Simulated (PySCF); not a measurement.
CrO(OH) at several levels of theory

All levels use the PBE0 minimum (quartet; Cr–O 1.584 Å, Cr–O 1.766 Å, O–H 0.955 Å; Cr–O–H 142.5°, O–Cr–O 144.3°), basis [Cr def2-TZVP, O def2-TZVP, H def2-TZVP], no relativity, density fitting, no spin–orbit coupling, PySCF. For vertical energies the ionised species is a triplet (spins chosen at PBE0 and kept) and the electron-attached one a quintet. Atomisation goes to high-spin ground-configuration atoms, without zero-point energy. Open shells are unrestricted, also as the reference of the correlated levels. A dash marks a value that was not computed or is not defined at that level.

Z-matrix (Å, degrees; charge 0 multiplicity 4):
```
Cr
O  1 1.5842
O  1 1.7656 2 144.27
H  3 0.9554 1 142.52 2 0.00
```

```
    level  atomisation (kJ/mol)  vertical IP (eV)  vertical EA (eV)  −ε(HOMO) (eV)  dipole (D)
     PBE0                  1241              8.86              0.55           6.53        2.38
       HF                   500              9.05              0.52          10.61        2.33
      MP2                  1268              8.54              0.56              –           –
      PBE                  1425              8.46              0.19           5.04        2.33
   r2SCAN                  1328              8.72              0.37           5.48        2.37
    B3LYP                  1300              8.87              0.51           6.27        2.40
    TPSSh                  1299              8.61              0.32           5.70        2.39
CAM-B3LYP                  1302              9.06                 –           7.97        2.44
```

Spin contamination in at least one species weakens the values at: HF, MP2.

Without diffuse functions attachment energies tend to come out too low.

Other spin states or occupations of the open shell can lie lower.
